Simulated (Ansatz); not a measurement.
Cartesian coordinates (Å):
```xyz
6

B     -1.0589    -0.0649     0.6149
C      0.3391     0.0197     0.0787
C      1.4778     0.0899    -0.3591
H     -1.5683     0.9008     1.1136
H     -1.6666    -1.0977     0.5442
H      2.4769     0.1521    -0.7436
```
Charge 0, multiplicity 1.

Calculation: frozen-core CCSD(T)/cc-pVTZ // PBE-D3(BJ)/def2-TZVP (Ansatz, a quantum-chemistry and plane-wave program).

- HF energy = -102.12338 Ha
- MP2 correlation energy = -0.40098 Ha

Q: Estimate the CCSD correlation energy, the (T) correction, the total energy and the T1 diagnostic.

A: 
* **CCSD correlation energy**: -0.42322 Ha
* **(T) correction**: -0.02112 Ha
* **CCSD(T) total energy**: -102.56772 Ha
* **T1 diagnostic**: 0.014
